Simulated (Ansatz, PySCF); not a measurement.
cyclopentasilane (H$_{10}$Si$_{5}$), singlet, geometry from GFN2-xTB. Base run: CASSCF(2,3)/STO-3G (PySCF).

The PySCF input:
```python
from pyscf import gto, scf, mcscf
import numpy

mol = gto.Mole()
mol.atom = '''
    Si    0.90129341    1.27462822    1.22908346
    Si    1.85414229   -0.64655248    0.30317702
    Si    0.23545178   -1.68923964   -1.01927918
    Si   -1.70865448   -0.39724412   -0.93299893
    Si   -1.28223900    1.45845108    0.42004362
    H     0.92160710    1.22357529    2.69624793
    H     1.69316445    2.47142518    0.92048176
    H     2.36178219   -1.54975710    1.34303877
    H     3.05334961   -0.32216978   -0.47916947
    H    -0.01562827   -3.06477824   -0.57214345
    H     0.70227767   -1.86156108   -2.40038631
    H    -2.84442596   -1.17674478   -0.42526846
    H    -2.14647476    0.00504238   -2.27511230
    H    -1.47007209    2.71136542   -0.32192339
    H    -2.25549586    1.56299964    1.51387102
'''
mol.basis = 'sto-3g'
mol.verbose = 4
mol.build()

mf = scf.RHF(mol)
mf.kernel()
mc = mcscf.CASSCF(mf, 3, 2)
mc.fix_spin_(ss=0.0)
mc.kernel()
occ = numpy.linalg.eigvalsh(mc.fcisolver.make_rdm1(mc.ci, mc.ncas, mc.nelecas))[::-1]
ss = mc.fcisolver.spin_square(mc.ci, mc.ncas, mc.nelecas)[0]
print('natural occupations', occ.round(4), ' <S^2>', round(ss, 4))
```

Programs used: Ansatz (a first-principles code), PySCF; a row that names a program was run with it.

Each row names what was changed in the base input (with any setting that the change needs).

```json
[
 {"change": "base", "ΔE vs base (mEh)": "0.000", "natural occupations": "1.98 0.02 0.00", "<S^2> of the state": "0.00"},
 {"change": "active space = 2 electrons, 2 orbitals", "ΔE vs base (mEh)": "0.551", "natural occupations": "1.98 0.02", "<S^2> of the state": "0.00"},
 {"change": "active space = 4 electrons, 3 orbitals", "ΔE vs base (mEh)": "0.161", "natural occupations": "2.00 1.98 0.02", "<S^2> of the state": "0.00"},
 {"change": "active space = 4 electrons, 6 orbitals", "ΔE vs base (mEh)": "-11.380", "natural occupations": "1.98 1.98 0.02 0.02 0.00 0.00", "<S^2> of the state": "0.00"},
 {"change": "conv_tol = 1e-5", "ΔE vs base (mEh)": "0.002", "natural occupations": "1.98 0.02 0.00", "<S^2> of the state": "0.00"},
 {"change": "active space = 8 electrons, 7 orbitals", "ΔE vs base (mEh)": "-23.398", "natural occupations": "2.00 1.98 1.98 1.97 0.02 0.02 0.02", "<S^2> of the state": "0.00"},
 {"change": "orbitals = fixed (CASCI); correction = SC-NEVPT2", "ΔE vs base (mEh)": "-192.6", "natural occupations": "2.00 0.00 0.00", "<S^2> of the state": "0.00"},
 {"change": "state_average = 2 states", "ΔE vs base (mEh)": "9.465", "natural occupations": "-", "<S^2> of the state": "-"},
 {"change": "start = MP2 natural orbitals", "ΔE vs base (mEh)": "0.000", "natural occupations": "1.98 0.02 0.00", "<S^2> of the state": "0.00"},
 {"change": "code = ansatz", "ΔE vs base (mEh)": "-0.014", "natural occupations": "-", "<S^2> of the state": "-"},
 {"change": "correction = SC-NEVPT2", "ΔE vs base (mEh)": "-193.8", "natural occupations": "1.98 0.02 0.00", "<S^2> of the state": "0.00"}
]
```

Active orbitals are taken around the Fermi level unless the row says otherwise; CASSCF can end in different local minima, and two programs can end on different orbitals. State-averaged rows give the lowest state.
